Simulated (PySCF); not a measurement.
# Bond curve of AlSb⁻

Set-up: basis Al def2-TZVPPD, Sb def2-TZVPPD with ECP28; scalar-relativistic core potentials; PySCF 2.14. Energies in eV from Al + Sb⁻ in their ground configurations at the same level. State: ²Σ⁺ (doublet), unpaired electrons σ ↑.

```json
{"R (Å)": "2.084", "BP86": "-2.057"}
{"R (Å)": "2.181", "BP86": "-2.624"}
{"R (Å)": "2.278", "BP86": "-2.944"}
{"R (Å)": "2.350", "BP86": "-3.065"}
{"R (Å)": "2.423", "BP86": "-3.109"}
{"R (Å)": "2.496", "BP86": "-3.095"}
{"R (Å)": "2.593", "BP86": "-3.011"}
{"R (Å)": "2.714", "BP86": "-2.838"}
{"R (Å)": "2.859", "BP86": "-2.577"}
{"R (Å)": "3.053", "BP86": "-2.199"}
```

Q: Put a parabola through the three lowest points of the BP86 curve and estimate Re, k and ωe (reduced mass 22.06 u; 1 eV/Å² = 0.16022 mdyn/Å; ωe = 1302.8·√(k/μ) cm⁻¹).

A: Through R = 2.35, 2.423, 2.496 Å the second-order coefficient is 5.44 eV/Å², so Re ≈ 2.442 Å, k ≈ 1.74 mdyn/Å and ωe ≈ 366 cm⁻¹. A polynomial fit of higher order to the unrounded BP86 energies gives Re = 2.439 Å, k = 1.64 mdyn/Å, ωe = 355 cm⁻¹; anharmonicity and rounding make the difference.

The higher-order fit for each curve: BP86: Re = 2.439 Å, ωe = 355 cm⁻¹, De = 3.11 eV.

These are scalar-relativistic numbers at best; spin–orbit coupling would shift them, the dissociation energy most. For an ion De counts to the pair picked by the measured ionisation energies or electron affinities, which need not be the lowest pair at this level. The highest Kohn–Sham level is positive in this anion. Much of that is self-interaction error, but it also means that the finite basis helps to hold the extra electron. The state was picked by a PBE0 search and need not be the measured ground state.
